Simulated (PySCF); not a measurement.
A calculated (r2SCAN, PySCF 2.14, aug-cc-pVTZ-X2C, scalar relativity by spin-free X2C-1e) atom or ion has these occupied shells.

```
shell  electrons  orbital energy (eV)  rms radius, mean of both spins (bohr)
 1s α          1              -3966.4                                 0.0889
 1s β          1              -3966.4                                 0.0889
 2s α          1              -422.11                                  0.395
 2s β          1              -422.09                                  0.395
 2p α          3              -340.17                                  0.364
 2p β          3              -340.13                                  0.364
 3s α          1              -50.029                                   1.24
 3s β          1              -49.913                                   1.24
 3p α          3              -30.030                                   1.38
 3p β          3              -29.905                                   1.38
 4s α          1               -4.746                                   4.20
 4p α          1               -2.308                                   5.31
```

Problem. Name the element and its charge.

Solution. Ca (calcium, neutral), in [Ar] 4s1 4p1, high-spin 3P determinant (an excited configuration).
